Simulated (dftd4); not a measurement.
C₉H₁₁, doublet, geometry from GFN2-xTB; D4 for bp86 (dftd4).

Input for dftd4:
```
$ dftd4 mol.xyz --func bp86 --charge 0 --json dftd4.json --noedisp --property

# file mol.xyz
20

C     -0.80412395     2.71585000    -0.41231048
C     -0.41682982     1.40780194    -0.21372738
C     -1.37230449     0.38188220     0.02614918
C     -0.98891175    -0.92298193     0.22437767
C     -1.99844611    -2.00381619     0.47498934
C      0.36940873    -1.24764187     0.18941246
C      1.34304935    -0.27308318    -0.04279541
C      2.78974733    -0.66872628    -0.06925365
C      0.95419588     1.03023874    -0.24053226
H     -1.84070378     3.00001091    -0.39174539
H     -0.08100893     3.49038583    -0.59360307
H     -2.41848226     0.65129451     0.04978996
H     -1.94659981    -2.75830983    -0.30927289
H     -3.00641999    -1.59781971     0.49980635
H     -1.79754199    -2.49717479     1.42514243
H      0.67302486    -2.27307563     0.34509009
H      2.96049382    -1.43058128    -0.82884477
H      3.42416026     0.18694282    -0.28561214
H      3.08486095    -1.08605587     0.89291053
H      1.69350582     1.79724251    -0.42151796
```

Question: What does dftd4 print? Leave out banner, timings and long lists.

Answer: 
```
                    ____  _____ _____     ____  _  _
      -------------|  _ \|  ___|_   _|---|  _ \| || |------------
     |             | | | | |_    | | ___ | | | | || |_           |
     |             | |_| |  _|   | ||___|| |_| |__   _|          |
     |             |____/|_|     |_|     |____/   |_|            |
     |             ===================================           |
     |            E. Caldeweyher, S. Ehlert & S. Grimme          |
     |          Mulliken Center for Theoretical Chemistry        |
     |                    University of Bonn                     |
      -----------------------------------------------------------

Rational (Becke-Johnson) damping: bp86-D4-ATM
---------------------
  s6         1.0000
  s8         3.3550
  s9         1.0000
  a1         0.4365
  a2         4.9241
 alp        16.0000
--------------------

Atomic data, radii in Ångström:
------------------------------------------------------
   Z          R(cov)      r4/r2   hardness         EN
------------------------------------------------------
   6 C        1.0000     1.6431     0.4220     2.5500
   1 H        0.4267     1.0622     0.4726     2.2000
------------------------------------------------------

Atomic reference systems (in atomic units):
----------------------------------------------------------------------------
   Z        #      CN     q+Z       C6(AA)   #      CN     q+Z       C6(AA)
----------------------------------------------------------------------------
   6 C      1  0.0000  6.0000      49.3833   2  0.9189  5.8288      52.1688
            3  1.9079  5.8579      35.6972   4  2.8312  5.7775      35.8445
            5  3.7487  5.7435      28.6317   6  2.9183  5.8956      32.2504
            7  0.8556  6.2103      25.6194
   1 H      1  0.0000  1.0000       7.6362   2  0.8942  1.0000       3.0374
----------------------------------------------------------------------------

Atomic properties (in atomic units):
----------------------------------------------------------------------------
     #    Z              CN          q      C6(AA)        C8(AA)   alpha(0)
----------------------------------------------------------------------------
     1    6 C        2.8513    -0.2195     35.6846     1032.0595     9.7596
     2    6 C        2.9593    -0.0267     30.2013      873.4729     8.9858
     3    6 C        2.9285    -0.0960     32.0439      926.7653     9.2542
     4    6 C        2.9575    -0.0482     30.7565      889.5307     9.0679
     5    6 C        3.7583    -0.2239     27.9677      808.8746     7.6303
     6    6 C        2.9311    -0.1001     32.1557      929.9981     9.2704
     7    6 C        2.9575    -0.0482     30.7565      889.5307     9.0679
     8    6 C        3.7583    -0.2239     27.9677      808.8746     7.6303
     9    6 C        2.9285    -0.0960     32.0439      926.7653     9.2542
    10    1 H        0.9261     0.1068      1.7243       20.8437     2.0534
    11    1 H        0.9261     0.1068      1.7243       20.8437     2.0534
    12    1 H        0.9256     0.1026      1.7614       21.2920     2.0754
    13    1 H        0.9246     0.0942      1.8386       22.2251     2.1204
    14    1 H        0.9249     0.0928      1.8518       22.3851     2.1280
    15    1 H        0.9246     0.0941      1.8398       22.2400     2.1211
    16    1 H        0.9256     0.1015      1.7712       21.4109     2.0812
    17    1 H        0.9246     0.0941      1.8398       22.2400     2.1211
    18    1 H        0.9249     0.0928      1.8518       22.3851     2.1280
    19    1 H        0.9246     0.0942      1.8386       22.2251     2.1204
    20    1 H        0.9256     0.1026      1.7614       21.2920     2.0754
----------------------------------------------------------------------------

Molecular properties (in atomic units):
----------------------------------------
 molecular C6                4204.0757
 molecular C8              102825.3135
----------------------------------------

Dispersion energy:      -2.6748949258718E-02 Eh

[Info] JSON dump of results written to 'dftd4.json'
```
